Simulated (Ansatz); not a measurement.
Basis-set extrapolation for CH8SSi2 (`C[SiH2][SiH2]S`) (PBE0-D4/def2-TZVP geometry, frozen core, the Gaussian-basis code of Ansatz). Multiplicity 1, RHF reference.

|  | def2-TZVPP | def2-QZVPP |
| --- | --- | --- |
| HF | -1018.006852 | -1018.037964 |
| MP2 correlation | -0.611487 | -0.657470 |
| CCSD(T) correlation | -0.708553 | not run |

Energies in hartree. Use E(X) = E(∞) + A·exp(−7.88·√X) for Hartree–Fock and E(X) = E(∞) + B·X^(−2.97) for correlation, with X = 3 and 4, and add CCSD(T) minus MP2 of the smaller set to the MP2 limit.

**Question.** What is the CCSD(T) energy at the basis-set limit?

**Answer.** HF limit: -1018.037964 + (-0.031112) × 0.13774 = -1018.04225. MP2 limit: -0.657470 + (-0.045983) × 0.74074 = -0.69153. Higher-order term: -0.708553 − (-0.611487) = -0.09707. Total: -1018.83085 hartree, 303.1 kJ/mol below CCSD(T)/def2-TZVPP.
